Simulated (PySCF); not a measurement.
Species: C7H5N2O (doublet state).
SMILES with atom numbers: `[CH2:1][C:2](=[O:3])[NH:4][C:5](=[CH2:6])[C:7]#[C:8][C:9]#[N:10]` (hydrogens: H11, H12 on C1; H13 on N4; H14, H15 on C6)

Cartesian coordinates in Å at the GFN2-xTB level; atoms count from 1:
```xyz
15
C7H5N2O angstrom
C     -2.6917    1.2452   -0.2532
C     -1.3092    0.9488   -0.3328
O     -0.4280    1.7363   -0.6461
N     -1.0039   -0.3795   -0.0109
C      0.2625   -0.9185   -0.0165
C      0.4907   -2.2068    0.3074
C      1.3459   -0.0845   -0.3755
C      2.3864    0.4724   -0.6544
C      3.5036    1.1738   -0.9788
N      4.4643    1.7466   -1.2465
H     -3.4238    0.5125    0.0317
H     -3.0190    2.2409   -0.4853
H     -1.7540   -1.0030    0.2506
H     -0.3135   -2.8665    0.5829
H      1.4854   -2.6097    0.2999
```

The hyperfine couplings belong to this conformer and change with its torsions.

Method: PySCF 2.14.0, UKS B3LYP, pcH-1 on C H N O, non-relativistic, mean-field spin-orbit, GIAO. Isolated species at its GFN2-xTB geometry (one conformer only). A GFN2-xTB geometry isn't a minimum of the functional, and hyperfine couplings can be far from their values at a DFT geometry. The SCF solution wasn't tested for stability.

Computed for the main isotopes (class means, splittings of 0.05 mT or more): g = 2.0037; H12 1H -56.9 MHz (2.03 mT); H11 1H -55.6 MHz (1.98 mT); H15 1H -5.2 MHz (0.19 mT); H14 1H -4.9 MHz (0.17 mT); H13 1H -4.2 MHz (0.15 mT); N4 14N +1.7 MHz (0.06 mT); 96 first-order lines, 4.65 mT wide. Two of these splittings differ by less than 0.03 mT, so with lines wider than that fewer lines would be seen.

Problem. What changes when 1H at H13 is replaced by 2H?

Solution. At a fixed geometry a is proportional to g_N: 0.85744/5.58569 = 0.1535, so a goes from -4.2 to -0.7 MHz (0.023 mT). The spin goes from 1/2 to 1, so the 1:1 doublet becomes a 1:1:1 triplet. The spectrum then has 144 first-order lines over 4.54 mT, counting the new splitting although it is under 0.05 mT.

Problem. What changes when 14N at N4 is replaced by 15N?

Solution. At a fixed geometry a is proportional to g_N: -0.56638/0.40376 = -1.4028, so a goes from +1.7 to -2.4 MHz (0.087 mT). The spin goes from 1 to 1/2, so the 1:1:1 triplet becomes a 1:1 doublet. The spectrum then has 64 first-order lines over 4.61 mT.

Problem. Give position and intensity of the satellites from 13C at C1.

Solution. a = +72.7 MHz, or 2.59 mT in magnitude, and I = 1/2, so to first order each main line has two satellites, at ±1.30 mT. The isotope's abundance is about 1.07 %, shared among 2 lines, so each has 0.54 % of the main line's intensity.

Problem. Give position and intensity of the satellites from 13C at C2.

Solution. a = -41.2 MHz, or 1.47 mT in magnitude, and I = 1/2, so to first order each main line has two satellites, at ±0.74 mT. The isotope's abundance is about 1.07 %, shared among 2 lines, so each has 0.54 % of the main line's intensity.

Problem. Give position and intensity of the satellites from 17O at O3.

Solution. a = -10.5 MHz, or 0.37 mT in magnitude, and I = 5/2, so to first order each main line has six satellites, at ±0.19, ±0.56, ±0.94 mT. The isotope's abundance is about 0.038 %, shared among 6 lines, so each has 0.0063 % of the main line's intensity.

H11 and H12 aren't averaged: C1 is flat or nearly so (angle sum 360°), and its turn about the short C1–C2 bond (1.42 Å) is taken as slow.
